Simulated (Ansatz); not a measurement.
Geometry optimisation, Ansatz 0.2.0, RKS BHLYP-D4/6-31G*.

Input:

```yaml
crystal:
  periodic: [false, false, false]
  atoms:
    - { symbol: "N", position_ang: [-1.1109, 1.1048, -0.4828] }
    - { symbol: C, position_ang: [-0.4637, -0.1138, -0.3692] }
    - { symbol: "N", position_ang: [-1.1305, -0.9978, 0.5673] }
    - { symbol: C, position_ang: [0.918, -0.3345, -0.9517] }
    - { symbol: Si, position_ang: [1.6567, 0.3714, 0.4214] }
    - { symbol: H, position_ang: [-0.57764, 1.9001, -0.07421] }
    - { symbol: H, position_ang: [-1.14882, 1.38899, -1.4769] }
    - { symbol: H, position_ang: [-0.7286, -0.8203, 1.5243] }
    - { symbol: H, position_ang: [-0.8653, -1.9523, 0.4108] }
    - { symbol: H, position_ang: [1.0231, 0.1603, -1.8786] }
    - { symbol: H, position_ang: [1.0831, -1.3883, -1.131] }
    - { symbol: H, position_ang: [1.6335, -0.3998, 1.718] }
    - { symbol: H, position_ang: [1.4388, 1.8559, 0.6922] }
basis:
  gaussian: { orbitals: "6-31G*" }
hamiltonian:
  xc: { name: BHLYP }
  dispersion: d4
relax:
  f_tol: 0.015
  max_steps: 40
```

Run as:

```bash
$ ansatz run input.yaml --threads 2 --pin off --max-ram 3072MiB --backend cpu --events-out ev --progress --plain --runs-dir out
```

Task: Where does it end, and by what steps?

Result: The run converged. After 18 steps the energy has fallen by 2.577 eV; H6 moved furthest, 1.21 Å.

| step | energy less start (eV) | largest force component (eV/Å) | accepted |
| --- | --- | --- | --- |
| 0 | 0.0000 | 4.158 | yes |
| 1 | -0.9598 | 3.409 | yes |
| 2 | -1.3312 | 2.779 | yes |
| 3 | -1.5486 | 0.676 | yes |
| 4 | -1.7516 | 1.538 | yes |
| 5 | -2.0548 | 1.138 | yes |
| 6 | -2.2774 | 1.091 | yes |
| 7 | -2.4066 | 1.190 | yes |
| 8 | -2.5351 | 0.359 | yes |
| 9 | -2.5334 | 0.719 | no |
| 10 | -2.5610 | 0.178 | yes |
| 11 | -2.5702 | 0.163 | yes |
| 12 | -2.5746 | 0.074 | yes |
| 13 | -2.5754 | 0.073 | yes |
| 14 | -2.5755 | 0.078 | yes |
| 15 | -2.5765 | 0.046 | yes |
| 16 | -2.5769 | 0.059 | yes |
| 17 | -2.5771 | 0.022 | yes |
| 18 | -2.5772 | 0.008 | yes |

```xyz
13
Properties=species:S:1:pos:R:3
N -1.105 1.047 -0.650
C -0.397 -0.051 -0.340
N -0.902 -0.868 0.600
C 0.810 -0.362 -1.019
Si 2.296 0.315 0.263
H -1.701 1.461 0.041
H -0.667 1.705 -1.265
H -1.566 -0.499 1.254
H -0.240 -1.501 1.010
H 0.914 0.149 -1.966
H 0.993 -1.423 -1.120
H 1.854 -0.657 1.359
H 1.439 1.459 0.803
```

The run took 50 s on 2 threads of Arm Neoverse V2, with other jobs on the host, peak memory 0.21 GiB.
